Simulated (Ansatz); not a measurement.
# Changing the shape of BeH2, singlet

Computed with Ansatz's Gaussian-basis code (development build). Basis cc-pVDZ, nonrelativistic, 1 orbital frozen in the corrections; active space CAS(4,3). Restricted Hartree–Fock, then the lowest state-specific CASSCF solution met for each case. On stretched bonds single-reference methods can fail or change state. Unlike active orbitals can shift such differences by tenths of an eV, at times by over 1 eV.

Case A. A bond is stretched, to 1.58 times the sum of the covalent radii.

```xyz
3

H     0.0000    0.0000   -2.0087
Be    0.0000    0.0000    0.0000
H     0.0000    0.0000    2.0087
```

Case B:

```tsv
atom	x (Å)	y (Å)	z (Å)
H	0.0000	0.0000	-1.3391
Be	0.0000	0.0000	0.0000
H	0.0000	0.0000	1.3391
```

Energy less that of case A, in eV:

```tsv
case	RHF/ROHF	CASSCF
B	-3.381	-2.972
```

What does SC-NEVPT2 give for these differences?

B: -3.076 eV (-70.9 kcal/mol).
